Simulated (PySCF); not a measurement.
Si(H)(vinyl)(OH)(OMe) (C3H8O2Si), SMILES C(=C)[SiH](O)OC.

Geometry: PBE0-D3(BJ)/def2-SVP. The values are those of a single conformer.

The numbers are results of PySCF with SMD-M06-2X/def2-SVP, not measurements.

Solvation free energies are E(SMD) − E(gas) at the gas-phase geometry, for 1 M in both phases. In vacuum the dipole moment is 0.98 D.

Computed solvation free energies in water, chloroform, acetonitrile:
| solvent | ΔG(solv) (kcal/mol) | its non-electrostatic (CDS) part | dipole (D) |
|---|---|---|---|
| water | -3.6 | 5.1 | 1.24 |
| chloroform | -4.1 | 0.1 | 1.15 |
| acetonitrile | -4.4 | 0.6 | 1.21 |
